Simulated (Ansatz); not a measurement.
Born–Oppenheimer molecular dynamics of FH8N4Ta (14 atoms, charge 0, multiplicity 1). It starts from a relaxed structure.

All numbers below come from RHF/def2-SVP in Ansatz 0.2.0.

```json
{
  "ensemble": "NVT, Langevin thermostat",
  "time step": "0.5 fs",
  "steps asked": "300",
  "set temperature": "500 K",
  "friction": "0.01 /fs",
  "seed": "231450"
}
```

First frame:

```xyz
14
Properties=species:S:1:pos:R:3
Ta -0.097 0.268 -0.003
N 1.849 0.787 0.066
H 2.636 0.178 0.202
H 2.178 1.727 -0.068
N 0.096 -0.584 1.799
H -0.572 -1.248 2.147
H 0.889 -0.506 2.407
N 0.134 -0.597 -1.790
H -0.543 -1.241 -2.158
H 0.967 -0.581 -2.347
N -0.805 2.118 -0.070
H -0.998 2.694 0.731
H -1.159 2.560 -0.901
F -1.770 -0.716 -0.014
```

How far do the bonds stretch over the last three quarters of this one trajectory? (Pairs bonded in most of those frames.)


```tsv
bond	mean (Å)	spread (Å)	shortest	longest
Ta1–N2	2.020	0.034	1.96	2.09
Ta1–N5	2.014	0.044	1.96	2.11
Ta1–N8	2.012	0.025	1.97	2.05
Ta1–N11	2.006	0.056	1.91	2.09
Ta1–F14	1.942	0.018	1.91	1.98
N2–H3	1.010	0.024	0.95	1.06
N2–H4	1.010	0.031	0.94	1.08
N5–H6	1.011	0.021	0.97	1.05
N5–H7	1.010	0.026	0.96	1.06
N8–H9	1.006	0.012	0.98	1.03
N8–H10	1.008	0.034	0.95	1.07
N11–H12	1.007	0.019	0.96	1.05
N11–H13	1.007	0.020	0.96	1.05
```

Mean temperature of the second half: 561 K. The mean temperature of the second half is 12 % above the set value. A run of 0.15 ps of so small a system gives no equilibrium averages.

The run took 16 min on 2 threads of Arm Neoverse V1, with other jobs on the host, peak memory 0.39 GiB.
